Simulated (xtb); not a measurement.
Cl4Hf, charge -1, doublet, at a GFN2-xTB geometry (such geometries of metal compounds can be far from the true shape) (the multiplicity is a formal guess). Base run: GFN2-xTB run with xtb.

xtb was given this input:
```
$ xtb mol.xyz --gfn 2 --chrg -1 --uhf 1 --json

# file mol.xyz
5

Hf     0.00000000     0.00000000    -0.00000000
Cl     1.82374327    -0.59211105    -1.26725200
Cl     0.68133758     0.49595755     2.13830958
Cl    -1.01228908     1.84282251    -0.92835265
Cl    -1.49279177    -1.74666901     0.05729507
```

Each row names what was changed in the base input (with any setting that the change needs).

```tsv
change	ΔE vs base (kcal/mol)	G_solv (kcal/mol)	SCF cycles
base	0.000	-	14
acc = 0.1	0.000	-	16
gbsa = methanol	-43.41	-43.41	15
alpb = dmf	-38.49	-38.50	14
acc = 1000	0.000	-	10
gbsa = acetonitrile	-49.96	-49.97	14
alpb = water	-41.65	-41.65	14
```

ALPB and GBSA are two models with their own fitted parameters for each solvent, which aren't always the measured dielectric constant.
